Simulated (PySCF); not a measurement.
SiHBr, SMILES Br[SiH] (connectivity only; charge and spin as stated), neutral, multiplicity 1. The structure is a stationary point at B3LYP-D3(BJ)/def2-TZVP.

TDDFT-ωB97X/def2-TZVPD in PySCF puts the lowest singlet excitations at 2.60, 4.83, 5.29, 5.62, 5.78, 6.54 eV and the lowest triplet (TDA) at 1.54 eV.

Task: What are the lowest singlet roots from EOM-CCSD/aug-cc-pVDZ in PySCF 2.14.0? (The exact figures need the calculation; the answer reports its results.)

Result: 2.73, 4.84, 5.22, 5.55, 5.87, 6.28 eV; triplets 1.59, 4.47, 4.50 eV. S1 differs by 0.12 eV (second minus first; roots are paired by order, and the bases may differ).
